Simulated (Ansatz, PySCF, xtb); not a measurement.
Dimer: SiH4 (SMILES [SiH4]) (first 5 atoms) with H2Se (SMILES [SeH2]); geometry from B3LYP-D3(BJ)/def2-TZVP, rigid monomers moved along the line of their centres of mass till Si1···Se6 is 4.47 Å.
(charge 0, multiplicity 1):
```json
[
 {"atom": "Si", "x (Å)": "0.1951", "y (Å)": "-0.0097", "z (Å)": "0.0356"},
 {"atom": "H", "x (Å)": "-0.6141", "y (Å)": "-1.1760", "z (Å)": "0.4501"},
 {"atom": "H", "x (Å)": "-0.4440", "y (Å)": "1.2378", "z (Å)": "0.5102"},
 {"atom": "H", "x (Å)": "0.2729", "y (Å)": "0.0252", "z (Å)": "-1.4451"},
 {"atom": "H", "x (Å)": "1.5616", "y (Å)": "-0.1160", "z (Å)": "0.5903"},
 {"atom": "Se", "x (Å)": "-0.1512", "y (Å)": "0.0357", "z (Å)": "4.4945"},
 {"atom": "H", "x (Å)": "0.2682", "y (Å)": "1.4377", "z (Å)": "4.3522"},
 {"atom": "H", "x (Å)": "-1.5453", "y (Å)": "0.3876", "z (Å)": "4.1879"}
]
```

Monomers are frozen at their geometry in the pair; levels with a basis set take the counterpoise correction. Rows marked so take none.

Cores are frozen in the correlated methods. Filled d and f shells under p-block atoms count as core. Rows in STO-3G carry no dispersion term and start afresh at each structure; the Pople sets are all-electron and without relativity.

Run with Ansatz (a first-principles code) with Gaussian orbitals; PySCF for STO-3G rows; xtb for the GFN methods. 

**Question.** Estimate the interaction energy that GFN-FF returns for this input.

**Answer.** -0.6 kcal/mol
